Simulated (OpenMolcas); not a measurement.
# Levels of neutral zinc by method

| Item | Value |
| --- | --- |
| Program | OpenMolcas |
| Basis | ANO-RCC-VTZP [6s5p3d2f1g] |
| Scalar Hamiltonian | DKH2, point nucleus |
| Active space | 2 electrons in 8 orbitals (4s 4p 5s 5p) |
| State averaging | 2S+1 = 3 even, 3 roots; 2S+1 = 1 even, 1 root; 2S+1 = 3 odd, 3 roots; 2S+1 = 1 odd, 3 roots |
| Spin-orbit coupling | state interaction with AMFI integrals over the reference wave functions, term energies averaged over their components |

Methods on the same reference wave functions:
A. CASSCF
B. SS-CASPT2, IPEA 0.25 Eh, imaginary shift 0.1 Eh (closed shells correlated: 3d)
C. XMS-CASPT2, IPEA 0.25 Eh, imaginary shift 0.1 Eh (closed shells correlated: 3d)

Energies in cm⁻¹ above 4s² ¹S₀, the measured ground level; measured values from NIST Handbook of Basic Atomic Spectroscopic Data.

| Level | A | B | C | Measured |
| --- | --- | --- | --- | --- |
| 4s² ¹S₀ | 0.0 | 0.0 | 0.0 | 0.0 |
| 4s 4p ³P°₀ | 29179 | 31911 | 31792 | 32311 |
| 4s 4p ³P°₁ | 29340 | 32071 | 31952 | 32501 |
| 4s 4p ³P°₂ | 29664 | 32395 | 32276 | 32890 |
| 4s 4p ¹P°₁ | 50154 | 50179 | 49997 | 46745 |

Deviations, from unrounded energies. A percentage is the sum of absolute deviations over the sum of measured energies, with the sign that they share, or ± where signs differ.

```tsv
Against measurement	Levels	A	B	C
mean absolute deviation (cm-1)	4	3200	1200	1200
other configurations (%)	4	±9.0	±3.3	±3.4
```

B, C lie about equally close to measurement and A furthest from it. The largest miss of B in the table is 4s 4p ¹P°₁, by +3400 cm-1. The ranking rests on the paired levels alone, and a cruder setting can come out closer through cancelling errors.

Between B and C the level of the table that moves most is 4s 4p ¹P°₁, by 180 cm-1 (lowest in C, highest in B).

The lowest spin-free term lies below A's lowest term by 0.492 hartree in B, 0.492 hartree in C.

Active for correlation alone: 5p 5s; no level in the range computed is led by a configuration that fills them, so any true level of that kind is missing. Without dynamic correlation excited terms often stand tens of per cent too high (terms of higher spin than the ground term too low), and those without a measured partner can miss by more than the paired ones (holds for A). Computed and measured levels are paired by configuration, term and J; levels that our copy of the source lacks, or whose pairing is in doubt (as where it misses far off the trend of its configuration), stay unpaired and out of the deviations. Levels of configurations outside the active space are missing. The table leaves out levels that lie high or whose names do not pair safely across all columns.

° marks odd parity.
